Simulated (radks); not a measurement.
The numbers below are computed, except where a source is named.
Question: The mean radii <r> (bohr) of the occupied orbitals of an atom or ion are listed with their occupations. Code: a radial shooting solver on a logarithmic mesh with Libxc functionals. Model: Dirac Kohn-Sham, BLYP, spin-unpolarised, spherical densities, point nucleus.

| orbital | occ. | <r> |
|---|---|---|
| 1s1/2 | 2 | 0.01658 |
| 2s1/2 | 2 | 0.06923 |
| 2p1/2 | 2 | 0.05692 |
| 2p3/2 | 4 | 0.06559 |
| 3s1/2 | 2 | 0.1801 |
| 3p1/2 | 2 | 0.1704 |
| 3p3/2 | 4 | 0.1863 |
| 3d3/2 | 4 | 0.1621 |
| 3d5/2 | 6 | 0.1670 |
| 4s1/2 | 2 | 0.3991 |
| 4p1/2 | 2 | 0.4011 |
| 4p3/2 | 4 | 0.4354 |
| 4d3/2 | 4 | 0.4425 |
| 4d5/2 | 6 | 0.4537 |
| 5s1/2 | 2 | 0.9021 |
| 4f5/2 | 6 | 0.4793 |
| 4f7/2 | 8 | 0.4861 |
| 5p1/2 | 2 | 0.9717 |
| 5p3/2 | 4 | 1.068 |
| 5d3/2 | 4 | 1.416 |
| 5d5/2 | 6 | 1.471 |

Name the element and its charge. Open shells, if any, are shared by 2j + 1.

Answer: Z = 80, mercury, charge +2: Hg2+ in [Xe] 4f14 5d10. The 1s radius gives Z: for a bare nucleus <r> = (2 gamma + 1)/(2Z) with gamma = sqrt(1 - (Z/c)^2), 0.0164 bohr for Z = 80, and screening makes it slightly larger (0.01658 here). The occupations add up to 78, and the charge is Z minus that.
